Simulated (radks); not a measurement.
Task: All-electron atom: As V in [Ar] 3d9 4s2 (not the ground configuration). All-electron calculation, non-relativistic Kohn-Sham, PBE, spin-polarised, spherical densities, point nucleus; open shells are filled with parallel spins first. Program: a radial shooting solver on a logarithmic mesh with Libxc functionals. Some entries of the table are withheld. Estimate them.

orbital  occ.  eigenvalue (eV)  <1/r> (bohr^-1)  <r^2> (bohr^2)
1s up       1        -11604.51            32.50        0.002881
1s down     1        -11604.51            32.50        0.002881
2s up       1        -1512.791            7.161         0.05031
2s down     1        -1511.836            7.164         0.05027
2p up       3        -1359.638            7.135         0.03910
2p down     3        -1358.939            7.137         0.03907
3s up       1        -246.3420            2.352          0.4182
3s down     1        -244.8836            2.349          0.4192
3p up       3        -194.4874            2.240          0.4393
3p down     3        -193.0327            2.236          0.4409
3d up       5        -103.3869            1.982          0.5068
3d down     4        -101.9018            1.976          0.5124
4s up       1         -59.5975              (1)           3.052
4s down     1         -59.3246              (2)           3.073
4p up       0         -47.2642           0.7166             (3)
4p down     0         -47.0547           0.7133             (4)
4d up       0         -29.3451           0.5432           6.533
4d down     0         -29.2284           0.5411           6.594

Result: 
(1) 4s up <1/r> (bohr^-1): 0.8069
(2) 4s down <1/r> (bohr^-1): 0.8033
(3) 4p up <r^2> (bohr^2): 3.808
(4) 4p down <r^2> (bohr^2): 3.837
